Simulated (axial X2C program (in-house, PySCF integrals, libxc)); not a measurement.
**Nuclear properties of RbCl⁺**

Computed with an in-house all-electron X2C program for linear molecules (integrals from PySCF): two-component X2C with atomic mean-field Coulomb and Gaunt terms, Gaussian nuclei, basis Rb dyall-cv3z, Cl dyall-av3z with contracted cores.

R = 3.450 Å (near the PBE0 minimum at charge 1 of the determinant lowest at the starting distance; the state shown can have its own minimum elsewhere).

Input and command:
```json
{"zs": [37, 17], "q": 1, "bas": ["dyall-cv3z", "dyall-av3z"], "r0": 3.09, "levels": ["PBE0", "HF", "PBE50", "r2SCAN", "PBE"], "nst": 3}
```
```bash
python soeom.py task.json out
```

Keys: zs atomic numbers; q charge; bas basis sets; r0 starting distance in Å; levels methods; nst determinants followed.

Determinant lowest in the PBE0 search, Ω = 3/2 (⟨Sz⟩ = 0.50, ⟨Lz⟩ = 1.00 at PBE0), spin on the atoms Rb 0.00, Cl 0.50:

| level | Eeff magnitude (GV/cm) | Ws magnitude Rb (kHz) | Ws magnitude Cl (kHz) | A∥/gI Rb (MHz) | qzz Rb (a.u.) | A∥/gI Cl (MHz) | qzz Cl (a.u.) |
| --- | --- | --- | --- | --- | --- | --- | --- |
| PBE0 | 0.0158 | 0.00341 | 0.00117 | -0.908 | -0.18 | 357 | -2.66 |
| HF | 0.0218 | 0.0044 | 0.00186 | -1.15 | -0.20 | 360 | -2.70 |
| PBE50 | 0.0166 | 0.00343 | 0.00133 | -0.853 | -0.17 | 358 | -2.67 |
| r2SCAN | 0.0232 | 0.00527 | 0.0014 | -1.62 | -0.21 | 369 | -2.71 |
| PBE | 0.0151 | 0.00336 | 0.001 | -0.996 | -0.20 | 357 | -2.66 |

Determinant 0.07 eV from it at PBE0 and this distance, Ω = 1/2 (⟨Sz⟩ = -0.49, ⟨Lz⟩ = 0.99 at PBE0), spin on the atoms Rb 0.00, Cl -0.49:

```
 level  Eeff magnitude (GV/cm)  Ws magnitude Rb (kHz)  Ws magnitude Cl (kHz)  A∥/gI Rb (MHz)  qzz Rb (a.u.)  A∥/gI Cl (MHz)  qzz Cl (a.u.)
  PBE0                 0.00741                 0.0152                0.00776            7.13          -0.18            1600          -2.59
    HF                  0.0345                 0.0548                 0.0193            18.8          -0.11             542           1.19
 PBE50                 0.00148                 0.0209                 0.0172            8.12          -0.16            1390          -2.21
r2SCAN                  0.0196                 0.0181                0.00102            8.88          -0.21            1590          -2.73
   PBE                 0.00985                 0.0141                 0.0049             7.6          -0.19            1660          -2.64
```

Eeff is the effective electric field on the electron electric dipole moment in this Ω state and Ws the scalar–pseudoscalar constant of the nucleus named (defined with the proton number Z and per Ω); A∥ (defined per Ω) follows by multiplying with gI = μI/(I μN); qzz is the electric field gradient, eQq0 = 234.96 MHz × Q/barn × qzz. The operators were transformed with the bare-nucleus X2C matrices; with these basis sets, hyperfine constants and field gradients can be off by tens of per cent, and where levels differ in sign neither size nor sign is settled.

**Question.** With gI(85Rb) = 0.5412, Q(85Rb) = 0.276 barn, gI(35Cl) = 0.5479, Q(35Cl) = -0.08112 barn (g factors from the IAEA table of nuclear moments by Stone; Q from Pyykkö, Mol. Phys. 2018), turn the PBE0 values of the first state into constants in MHz.

**Answer.** A∥(85Rb) = -0.908 × 0.5412 = -0.491 MHz; eQq0(85Rb) = 234.96 × (0.276) × (-0.18) = -11.7 MHz; A∥(35Cl) = 357 × 0.5479 = 196 MHz; eQq0(35Cl) = 234.96 × (-0.08112) × (-2.66) = 50.7 MHz.

Each state is one determinant with collinear spin. Unrestricted Hartree–Fock can overshoot spin polarisation at the nuclei. Where Eeff spreads by more than a factor of two the levels disagree and none is to be relied on. At HF a later determinant lies lower. The search compared states at one distance, so a state with another bond length can lie lower. PBE0 term energies can be off by some tenths of an eV.
